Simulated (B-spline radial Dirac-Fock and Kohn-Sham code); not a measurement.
**How the settings move the core levels of Sb⁷⁺**

ΔSCF core binding energies without Breit or QED terms, calculated with a radial B-spline solver. Keys: rel is the Hamiltonian (dirac, or spin-free x2c and nr, where L3 and M5 stand for the whole 2p and 3d shells), method is hf or an exchange,correlation pair (spin-unpolarised, also for the hole states), nuc the nuclear model, radius_factor scales its radius, rmax is the box in bohr, h the logarithmic mesh step, order the B-spline order, points the quadrature points per cell, c_factor scales the speed of light, and damp, ndamp, maxit and tol steer the iteration. The run stops when the commutator error falls below 10·tol·max(1, Z/10), or the numerical noise floor, and the energy has settled to about 1e-8 Ha; the virial ratio is −V/T.

Base input:

```json
{"items": [{"Z": 51, "q": 7, "cfg": [[1, 0, 2], [2, 0, 2], [2, 1, 6], [3, 0, 2], [3, 1, 6], [3, 2, 10], [4, 0, 2], [4, 1, 6], [4, 2, 8]], "A": 121, "rrms": 4.6802, "do": "settings", "holes": ["K", "L3", "M5"],
  "settings": [{"rel": "dirac", "method": "hf", "nuc": "fermi", "radius_factor": 1.0, "rmax": 45.0, "h": 0.3, "order": 8, "points": 10, "c_factor": 1.0, "maxit": 60, "damp": 0.5, "ndamp": 3, "tol": 1e-08}]}]}
```

The ground state converged in 10 iterations, with total energy -6467.28973 Ha, virial ratio 1.94753 and highest orbital energy -142.14 eV. ΔSCF binding energies: K (1s) 30714.7 eV, L3 (2p3/2) 4262.4 eV. Holes are computed only in closed shells, and unreliable hole states are left out.

Changes from the base run:

```csv
changed setting,Δ total energy (Ha),Δ K (eV),Δ L3 (eV),iterations
damp = 0.0,0.00000,0.00,0.00,9
rel = "x2c",+2.53629,-25.47,+79.00,10
order = 9,0.00000,0.00,0.00,10
rmax = 25.0,0.00000,0.00,0.00,10
radius_factor = 1.2,+0.07314,-0.84,+0.01,10
rel = "x2c"; rmax = 25.0; damp = 0.0,+2.53629,-25.47,+79.00,9
"method = "pbe,pbe"; nuc = "gauss"; h = 0.5",?,?,?,?
```

Problem. What does the change method = "pbe,pbe"; nuc = "gauss"; h = 0.5 do?

Solution. The total energy moves by -2.35993 Ha and the binding energies by K +26.57 eV, L3 -20.31 eV; the run takes 10 iterations.
